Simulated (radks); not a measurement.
The numbers below are computed, except where a source is named.
Exchange energies: the exact (Fock) value of the Kohn-Sham orbitals and density-functional approximations, in hartree. Species: Mg [Ne] 3s2; Eu59+ [He] 2s2. Level of theory: non-relativistic Kohn-Sham, LDA (Slater exchange, Perdew-Wang correlation), spin-polarised, spherical densities, point nucleus (a radial shooting solver on a logarithmic mesh with Libxc functionals). Every spin shell is full or empty, so the densities are truly spherical. Functionals are evaluated on that one density, not self-consistently.

functional	Mg	Eu59+
exact	-15.9138	-50.9798
LDA	-14.563	-44.678
B88	-15.945	-50.941
PBE	-15.860	-50.529
PBEsol	-15.349	-48.390
PW91	-15.925	-50.692
G96	-15.948	-50.973
EV93	-16.221	-53.181
APBE	-16.055	-51.311
SCAN	-15.973	-50.739
